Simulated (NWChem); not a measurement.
All runs are NWChem calculations. System: CBr, charge 0, spin multiplicity 2, at a geometry optimised with UPBE0/def2-SVP. The structure started from a generated list of species. Its SCF solution wasn't tested for a lower state. Level: UPBE/def2-QZVP.

NWChem printed:

```
             Northwest Computational Chemistry Package (NWChem) 7.3.0
             --------------------------------------------------------

                                NWChem Input Module
                                -------------------

 Scaling coordinates for geometry "geometry" by  1.889725989
 (inverse scale =  0.529177249)

 Turning off AUTOSYM since
 SYMMETRY directive was detected!

                             Geometry "geometry" -> ""
                             -------------------------

 Output coordinates in angstroms (scale by  1.889725989 to convert to a.u.)

  No.       Tag          Charge          X              Y              Z
 ---- ---------------- ---------- -------------- -------------- --------------
    1 C                    6.0000     0.00000000     0.00000000     1.55058500
    2 Br                  35.0000     0.00000000     0.00000000    -0.26581500

 Effective nuclear repulsion energy (a.u.)      61.1799285895

            Nuclear Dipole moment (a.u.)
            ----------------------------
        X                 Y               Z
 ---------------- ---------------- ----------------
     0.0000000000     0.0000000000    -0.0000283459

      Symmetry information
      --------------------

 Group name             C2v
 Group number             16
 Group order               4
 No. of unique centers     2

      Symmetry unique atoms

     1    2


 Summary of "ao basis" -> "" (spherical)
 ------------------------------------------------------------------------------
       Tag                 Description            Shells   Functions and Types
 ---------------- ------------------------------  ------  ---------------------
 *                         def2-qzvp                  on all atoms

  pbe96 is a nonlocal functional; adding pw91lda local functional.

                                 NWChem DFT Module
                                 -----------------

 Summary of "ao basis" -> "ao basis" (spherical)
 ------------------------------------------------------------------------------
       Tag                 Description            Shells   Functions and Types
 ---------------- ------------------------------  ------  ---------------------
 C                         def2-qzvp                17       57   7s4p3d2f1g
 Br                        def2-qzvp                25       75   11s7p4d2f1g

 Summary of "ao basis" -> "ao basis" (spherical)
 ------------------------------------------------------------------------------
[...]
 overlap   1.000  1.000  1.000  1.000  1.000  1.000  1.000  1.000  1.000  1.000

   alpha     11     12     13     14     15     16     17     18     19     20
    beta     11     12     13     14     15     16     17     18     19     20
 overlap   1.000  1.000  1.000  1.000  1.000  0.999  0.997  0.999  0.990  0.997

   alpha     21     22     23     24     25     26     27     28     29     30
    beta     22     21     23     24     26     25     27     29     30     28
 overlap   0.987  0.999  0.999  1.000  0.979  0.998  0.996  0.994  0.977  0.998

   alpha     31     32     33     34     35     36     37     38     39     40
    beta     31     32     33     34     35     36     37     38     39     41
 overlap   1.000  0.998  1.000  0.999  0.999  0.999  0.993  0.995  0.999  0.989

   alpha     41     42     43     44     45     46     47     48     49     50
    beta     40     43     42     44     46     45     48     49     47     50
 overlap   0.999  0.988  0.999  0.997  1.000  0.999  1.000  0.997  0.999  0.999

   alpha     51     52     53     54     55     56     57     58     59     60
    beta     51     52     53     54     55     56     57     58     59     60
 overlap   0.999  1.000  1.000  0.999  1.000  0.999  0.999  1.000  1.000  0.998

   alpha     61     62     63     64     65     66     67     68     69     70
    beta     62     61     64     63     66     65     68     67     69     70
 overlap   1.000  0.999  0.993  0.991  1.000  1.000  0.993  0.970  0.971  0.999

   alpha     71     72     73     74     75     76     77     78     79     80
    beta     72     71     73     75     74     77     76     83     79     78
 overlap   0.999  1.000  0.999  0.996  0.996  0.999  0.993  0.978  0.996  0.994

   alpha     81     82     83     84     85     86     87     88     89     90
    beta     80     81     82     84     86     85     87     88     89     91
 overlap   0.975  0.999  0.982  0.997  0.979  0.999  1.000  0.999  1.000  1.000

   alpha     91     92     93     94     95     96     97     98     99    100
    beta     90     93     92     94     95    101    100    102    103     97
 overlap   1.000  1.000  1.000  1.000  1.000  0.973  0.974  0.946  0.988  0.988

   alpha    101    102    103    104    105    106    107    108    109    110
    beta     96     99     98    105    104    106    108    107    109    111
 overlap   0.946  0.973  0.975  0.998  0.971  0.973  0.999  1.000  0.998  0.999

   alpha    111    112    113    114    115    116    117    118    119    120
    beta    110    113    112    115    114    117    116    118    120    119
 overlap   0.998  1.000  0.998  1.000  0.991  0.999  0.998  0.991  1.000  1.000

   alpha    121    122    123    124    125    126    127    128    129    130
    beta    121    122    123    124    125    126    127    128    129    130
 overlap   1.000  1.000  1.000  1.000  1.000  1.000  1.000  1.000  1.000  1.000

   alpha    131    132
    beta    131    132
 overlap   1.000  1.000

     --------------------------
     Expectation value of S2:
     --------------------------
      <S2> =      0.7542 (Exact =     0.7500)

 center of mass
 --------------
 x =   0.00000000 y =   0.00000000 z =  -0.05419362

 moments of inertia (a.u.)
 ------------------
         122.926320010279           0.000000000000           0.000000000000
           0.000000000000         122.926320010279           0.000000000000
           0.000000000000           0.000000000000           0.000000000000

     Multipole analysis of the density
     ---------------------------------

     L   x y z        total         alpha         beta         nuclear
     -   - - -        -----         -----         ----         -------
     0   0 0 0     -0.000000    -21.000000    -20.000000     41.000000

     1   1 0 0      0.000000      0.000000     -0.000000      0.000000
     1   0 1 0     -0.000000     -0.000000     -0.000000      0.000000
     1   0 0 1     -0.672172     -1.524258      0.852114     -0.000028

     2   2 0 0    -18.532392    -10.463956     -8.068437      0.000000
     2   1 1 0      0.000000      0.000000     -0.000000      0.000000
     2   1 0 1      0.000000      0.000000     -0.000000      0.000000
     2   0 2 0    -17.064883     -8.859441     -8.205442      0.000000
     2   0 1 1     -0.000000     -0.000000     -0.000000      0.000000
     2   0 0 2    -19.895764    -44.331803    -35.911018     60.347057

 Task  times  cpu:        9.8s     wall:        9.8s

 Total times  cpu:        9.8s     wall:        9.8s
```

Write an NWChem input that would produce this output.

This is not unique; one that fits is 
```
start mol
memory heap 200 mb stack 900 mb global 1100 mb
geometry units angstroms nocenter noautoz
  C      0.000000     0.000000     1.550585
  Br     0.000000     0.000000    -0.265815
  symmetry group C2v
end
basis spherical
  * library def2-qzvp
end
dft
  xc xpbe96 cpbe96
  odft
  mult 2
  semidirect memsize 60000000 filesize 0
  iterations 100
end
task dft energy
```
